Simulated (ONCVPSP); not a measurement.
## Ir (Z = 77), ONCV: configuration errors across variants

| Item | Value |
| --- | --- |
| Element | iridium |
| Generator | ONCVPSP 4.0.1 |
| Type | optimised norm-conserving Vanderbilt (ONCV) |
| Functional | LDA (Perdew-Zunger) |
| Relativity | scalar-relativistic |
| Frozen core | [Kr] 4d10 4f14 |
| Valence charge | 17 |
| Reference configuration | 5s2 5p6 5d7 (charge +2) |
| Partial waves | 5s: rc 1.50 bohr, ncon 5, nbas 9, qcut 8.8 1/bohr, 2 projectors, debl 0.8 Ha; 5p: rc 1.35 bohr, ncon 3, nbas 7, qcut 8.3 1/bohr, 2 projectors, debl 2.2 Ha; 5d: rc 2.35 bohr, ncon 3, nbas 8, qcut 6.1 1/bohr, 2 projectors, debl 3.7 Ha |
| Local potential | polynomial inside 1.00 bohr (lpopt 4, dvloc0 -1 Ha) |
| Core correction | none |

In the s channel the program set the typed energies aside and used -4.266, 0.050 Ha. In the p channel the program set the typed energies aside and used -2.673, 0.250 Ha.

All-electron excitation energies from the reference (eV): (1) 5s2 5p6 5d7 6s2 -28.035; (2) 5s2 5p6 5d7 6s1 -17.850; (3) 5s2 5p6 5d6 30.842; (4) 5s2 5p6 5d5 74.723.

2 further variants failed, have other tests or too few solved ones, and are left out.

Errors AE − PS in meV (a dash: test not solved or not reliable):

| change | (1) | (2) | (3) | (4) | bound ghosts | GHOST(+) flags above zero |
| --- | --- | --- | --- | --- | --- | --- |
| base | +12 | +6.4 | +15 | +101 | none | s |
| p: qcut 9.2 | +12 | +6.4 | +15 | +100 | none | s |
| local potential polynomial inside 0.90 bohr (lpopt 2, dvloc0 4 Ha) | +12 | +6.3 | +15 | +101 | none | s |
| p: ncon 4, nbas 8 | +12 | +6.4 | +15 | +100 | none | s |
| p: rc 1.4 | +12 | +6.4 | +15 | +110 | none | s |

(1) Give the same row for: d: qcut 5.3.

Answers

(1) +12, +5.6, +32, +199; bound ghosts: none; GHOST(+) flags above zero: s, d.
